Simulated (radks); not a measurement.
Question: These are the eigenvalues of the occupied orbitals of an atom or ion with whole-number occupations (hartree). All-electron calculation, Dirac Kohn-Sham, BLYP, spin-unpolarised, spherical densities, point nucleus. Program: a radial shooting solver on a logarithmic mesh with Libxc functionals.

| orbital | eigenvalue |
|---|---|
| 1s1/2 | -2551.650 |
| 2s1/2 | -440.8972 |
| 2p1/2 | -421.6420 |
| 2p3/2 | -371.9064 |
| 3s1/2 | -102.2566 |
| 3p1/2 | -93.68750 |
| 3p3/2 | -82.93339 |
| 3d3/2 | -68.51557 |
| 3d5/2 | -66.17695 |
| 4s1/2 | -21.84216 |
| 4p1/2 | -18.29012 |
| 4p3/2 | -15.79679 |
| 4d3/2 | -9.96597 |
| 4d5/2 | -9.50661 |
| 5s1/2 | -3.81849 |
| 5p1/2 | -2.75392 |
| 5p3/2 | -2.37900 |
| 4f5/2 | -2.20810 |
| 4f7/2 | -2.12545 |
| 5d3/2 | -0.99011 |
| 5d5/2 | -0.95366 |
| 6d3/2 | -0.32033 |
| 6d5/2 | -0.31526 |

Which element is it, and in what charge state? The configuration may be excited. Open shells, if any, are shared by 2j + 1.

Answer: Z = 74, tungsten, charge +2: W2+ in [Kr] 4d10 4f14 5s2 5p5 5d4 6d1. The list shows which subshells hold electrons but not how many an open one holds; the 1s level, -2551.7 hartree, gives Z - s = 71.4 by -(Z - s)^2/2, which with screening and relativity narrows Z to a few neighbours, and the depths of the outer levels then fix element, charge and occupations together.
